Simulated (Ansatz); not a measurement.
`C[Se]P` + H₂Se → `P[SeH]` + `C[SeH]` at 298.15 K and 1 bar (ligand exchange at a P–Se bond).

Calculated with Ansatz (gas phase, PBE0-D4/def2-TZVP geometries, no zero-point term in ΔE). CCSD(T)/CBS adds triple-zeta CCSD(T) − MP2 to the extrapolated MP2 energy (def2 sets, frozen cores). For Se outer-core shells are correlated without core-valence functions, which leaves a few kJ/mol of doubt a bond. Scalar relativity is left out up to krypton. Each species was taken in one conformer, which may not be the lowest.

| species | CCSD(T)/CBS energy (Eh) | H − E (kJ/mol) | S (J/(mol·K)) |
| --- | --- | --- | --- |
| `C[Se]P` | -2782.70431 | 163.1 | 324.1 |
| H₂Se | -2401.89790 | 45.8 | 219.1 |
| `P[SeH]` | -2743.44381 | 80.6 | 280.3 |
| `C[SeH]` | -2441.15625 | 129.5 | 267.5 |

H − E and S are ideal-gas, rigid-rotor, harmonic terms from PBE0-D4/def2-TZVP, for one conformer and one mirror image of each species. 1 Eh = 2625.50 kJ/mol, R = 8.31446 J/(mol·K).

Problem. By hand: ΔE, ΔH, ΔS and ΔG.

Solution. ΔE = (-2743.44381) + (-2441.15625) − (-2782.70431) − (-2401.89790) = 0.00215 Eh = 5.6 kJ/mol. Δ(H − E) = 80.6 + 129.5 − 163.1 − 45.8 = 1.2, so ΔH = 6.8 kJ/mol. ΔS = 280.3 + 267.5 − 324.1 − 219.1 = 4.6 J/(mol·K). ΔG = 6.8 − 298.15 × (4.6)/1000 = 5.4 kJ/mol.

Problem. By hand: the equilibrium constant, and the temperature at which ΔG would vanish if ΔH and ΔS stayed fixed.

Solution. log₁₀ K = −ΔG/(RT ln 10) = -0.9. ΔG = 0 at ΔH/ΔS = 1478 K, though so small a ΔH makes that figure unsure.

The number of gas molecules stays the same, so ΔS is small and ΔH decides. The sign of ΔG lies within the doubt. A doubt of 5 kJ/mol in ΔE shifts log₁₀ K by 0.9 here. Other conformers and mirror images would add mixing entropy, several J/(mol·K) or more a flexible species. These are equilibria of isolated gas molecules and say nothing of rates. Largest T1 diagnostic: 0.010 (customary marks: 0.02 for closed shells, 0.045 for open ones).
